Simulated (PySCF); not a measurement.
From one molecule to another.

First species: C4H7FO3S.
SMILES: `C[C@@H]1O[S@](=O)O[C@@]1(C)F`

Second species: C5H6O.
Cartesian coordinates in Å at the GFN2-xTB level; atoms count from 1:
```xyz
12
C5H6O angstrom
C     -1.955    0.241    0.057
C     -0.913   -0.838   -0.241
C      0.428   -0.342   -0.048
C      1.540    0.094    0.119
C      2.851    0.613    0.318
O      3.116    1.734    0.667
H     -1.865    0.580    1.086
H     -1.813    1.095   -0.600
H     -2.957   -0.154   -0.095
H     -1.062   -1.700    0.416
H     -1.010   -1.184   -1.275
H      3.643   -0.138    0.116
```

Levels: PBE0/def2-SVPD for dipole moment, HOMO energy, LUMO energy, HOMO–LUMO gap, static isotropic polarisability and electronic spatial extent ⟨r²⟩ about the centre of nuclear charge; TDDFT PBE0/def2-SVPD for lowest singlet excitation; TDA PBE0/def2-SVPD for lowest triplet excitation (Tamm–Dancoff); GFN2-xTB for rotational constant A and rotational constant C. Geometries: GFN2-xTB. All species are isolated and taken at one optimised geometry, non-relativistic unless stated. Electronic properties by PySCF.

```json
{"property": "dipole moment", "column X": "4.12 D", "column Y": "3.45 D"}
{"property": "HOMO energy", "column X": "-7.85 eV", "column Y": "-8.35 eV"}
{"property": "LUMO energy", "column X": "-1.83 eV", "column Y": "-0.89 eV"}
{"property": "HOMO–LUMO gap", "column X": "6.02 eV", "column Y": "7.46 eV"}
{"property": "lowest singlet excitation", "column X": "3.83 eV", "column Y": "5.89 eV"}
{"property": "lowest triplet excitation (Tamm–Dancoff)", "column X": "3.21 eV", "column Y": "4.76 eV"}
{"property": "static isotropic polarisability", "column X": "65.4 au", "column Y": "76.5 au"}
{"property": "electronic spatial extent ⟨r²⟩ about the centre of nuclear charge", "column X": "866 bohr²", "column Y": "1193 bohr²"}
{"property": "rotational constant A", "column X": "13.218 GHz", "column Y": "2.213 GHz"}
{"property": "rotational constant C", "column X": "1.317 GHz", "column Y": "1.094 GHz"}
```

Task: Which column belongs to which species?

Result: Column X is the second species and column Y the first. The first has 16 atoms and 80 electrons, the second 12 and 44.

Task: How does each property change from the first species to the second?

Result: dipole moment +0.67 D; HOMO energy +0.50 eV; LUMO energy -0.94 eV; HOMO–LUMO gap -1.44 eV; lowest singlet excitation -2.06 eV; lowest triplet excitation (Tamm–Dancoff) -1.55 eV; static isotropic polarisability -11.1 au; electronic spatial extent ⟨r²⟩ about the centre of nuclear charge -327 bohr²; rotational constant A +11.005 GHz; rotational constant C +0.223 GHz.

On the first: The 6 singlets span 5.89 to 7.98 eV, and their oscillator strengths add up to 0.09.

On the second: A dipole of 4.12 D is allowed in Cs, and pure rotational transitions are dipole-allowed. S1 lies 2.19 eV below the HOMO–LUMO gap; its leading configuration is HOMO→LUMO, weight 0.98.

One conformer stands for the species.
